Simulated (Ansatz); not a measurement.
`[OH][Ga]([F])[Cl]` + HCl → `[OH][Ga]([Cl])[Cl]` + H–F at 298.15 K and 1 bar (ligand exchange at a Ga–F bond).

Gas-phase electronic energies from Ansatz, PBE0-D4/def2-TZVP geometries. CCSD(T)/CBS is the MP2 limit (def2-TZVPP, def2-QZVPP) plus CCSD(T) − MP2 in def2-TZVPP, frozen cores. This one scheme is used for every species. For Ga outer-core shells are correlated without core-valence functions, which leaves a few kJ/mol of doubt a bond. Scalar relativity is left out up to krypton. Each species was taken in one conformer, which may not be the lowest.

| species | CCSD(T)/CBS energy (Eh) | H − E (kJ/mol) | S (J/(mol·K)) |
| --- | --- | --- | --- |
| `[OH][Ga]([F])[Cl]` | -2559.41427 | 62.0 | 324.1 |
| HCl | -460.38127 | 26.6 | 186.8 |
| `[OH][Ga]([Cl])[Cl]` | -2919.41483 | 60.7 | 335.1 |
| H–F | -100.39570 | 33.5 | 173.6 |

H − E and S are ideal-gas, rigid-rotor, harmonic terms from PBE0-D4/def2-TZVP, for one conformer and one mirror image of each species. 1 Eh = 2625.50 kJ/mol, R = 8.31446 J/(mol·K).

Q: By hand: ΔE, ΔH, ΔS and ΔG.

A: ΔE = (-2919.41483) + (-100.39570) − (-2559.41427) − (-460.38127) = -0.01499 Eh = -39.4 kJ/mol. Δ(H − E) = 60.7 + 33.5 − 62.0 − 26.6 = 5.6, so ΔH = -33.8 kJ/mol. ΔS = 335.1 + 173.6 − 324.1 − 186.8 = -2.2 J/(mol·K). ΔG = -33.8 − 298.15 × (-2.2)/1000 = -33.1 kJ/mol.

Q: By hand: the equilibrium constant, and the temperature at which ΔG would vanish if ΔH and ΔS stayed fixed.

A: log₁₀ K = −ΔG/(RT ln 10) = 5.8. ΔG = 0 at ΔH/ΔS = 15364 K, far beyond where these terms or the molecules hold.

The number of gas molecules stays the same, so ΔS is small and ΔH decides. A doubt of 5 kJ/mol in ΔE shifts log₁₀ K by 0.9 here. Other conformers and mirror images would add mixing entropy, several J/(mol·K) or more a flexible species. These are equilibria of isolated gas molecules and say nothing of rates. Largest T1 diagnostic: 0.014 (customary marks: 0.02 for closed shells, 0.045 for open ones).
